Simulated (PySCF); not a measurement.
Electron correlation in Ni (nickel, neutral)

[Ar] 3d7 4s2 4p1, one real determinant (an excited configuration). Calculation: PySCF 2.14, in STO-3G (4s3p1d, 18 functions); the non-relativistic Hamiltonian (point nucleus). Frozen: [Ar]; 10 electrons correlated.

MP2 pair energies summed by pair of shells (mhartree):

| pair | energy | share (%) |
| --- | --- | --- |
| 4s-4s | -13.20 | 98.3 |
| 3d-4s | -0.11 | 0.8 |
| 3d-3d | -0.09 | 0.7 |
| 3d-4p | -0.03 | 0.2 |

Total MP2 correlation energy: -13.44 mhartree.

Same-spin part -0.01 and opposite-spin part -13.43 mhartree; SCS-MP2 scales them by 1/3 and 6/5 to -16.11 mhartree.

The basis was made for the ground configuration and has no added diffuse functions, which can raise the energy of the promoted electron.

The reference is one real determinant that mixes LS terms of this configuration.
